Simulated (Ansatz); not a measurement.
# A relaxation, step by step

C2H10Ge, singlet, PBE0-D4/def2-TZVP (Ansatz 0.2.0). Settings:

```yaml
hamiltonian: {xc: pbe0, dispersion: d4}
relax: {f_tol: 0.005, max_steps: 200}
```

Start, a step off a saddle point along its unstable mode:

```
13
angstrom
Ge -0.4163 0.1122 1.3771
C 0.7008 -0.1930 -0.4320
C 0.0033 0.5872 -1.5056
H 0.0177 1.6073 1.3206
H -1.9289 0.1078 1.3493
H 0.2245 -0.4738 2.7283
H -0.0801 -1.3817 0.4537
H -0.5822 -1.8512 0.9243
H 1.0774 -1.1791 -0.8589
H 1.5801 0.2530 -0.0459
H -0.3155 1.5541 -1.0835
H 0.6205 0.7911 -2.3789
H -0.9012 0.0661 -1.8483
```

```csv
step,energy less the last (meV),largest force component (eV/Å)
1,2393.1,2.311
3,741.4,1.772
5,197.3,0.406
7,47.4,0.227
9,9.7,0.098
11,4.5,0.021
13,2.6,0.011
15 (rejected trial),2.8,0.073
17,1.7,0.009
19,1.6,0.026
21,0.9,0.008
23 (rejected trial),21.1,0.777
25 (rejected trial),0.9,0.117
27,0.5,0.008
29,0.3,0.020
31 (rejected trial),9.0,0.560
33 (rejected trial),0.2,0.057
35,0.1,0.001
37,0.1,0.032
39,0.0,0.004
```

Step 35, positions (Å) and forces (eV/Å):

```
atom       x       y       z      Fx      Fy      Fz
 Ge1  -0.201   0.530   1.322   0.000   0.001  -0.001
  C2   0.743   0.187  -0.360   0.000  -0.001   0.000
  C3   0.067   0.829  -1.564   0.000   0.000   0.000
  H4  -0.266   2.045   1.593   0.000   0.000   0.000
  H5  -1.645  -0.004   1.236   0.000   0.000   0.001
  H6   0.506  -0.154   2.506   0.000   0.000   0.000
  H7  -0.480  -3.280   0.674   0.001   0.000   0.001
  H8  -0.972  -2.802   0.968  -0.001   0.001  -0.001
  H9   0.814  -0.896  -0.486   0.000   0.000   0.000
 H10   1.766   0.556  -0.247   0.000   0.000   0.000
 H11   0.003   1.915  -1.457   0.000   0.000   0.000
 H12   0.616   0.623  -2.487   0.000   0.000   0.000
 H13  -0.951   0.454  -1.699   0.000   0.000   0.000
```

Last step (39):

Ge1  (-0.197, 0.527, 1.324)
C2  (0.746, 0.189, -0.360)
C3  (0.066, 0.826, -1.563)
H4  (-0.269, 2.043, 1.593)
H5  (-1.638, -0.014, 1.240)
H6  (0.515, -0.152, 2.508)
H7  (-0.472, -3.278, 0.713)
H8  (-0.999, -2.790, 0.917)
H9  (0.822, -0.895, -0.485)
H10  (1.768, 0.562, -0.248)
H11  (-0.003, 1.912, -1.457)
H12  (0.614, 0.622, -2.487)
H13  (-0.951, 0.447, -1.696)
(Å)

Hardware: 8 CPU threads of an Arm Neoverse V1, shared host. Wall time about 52 s.
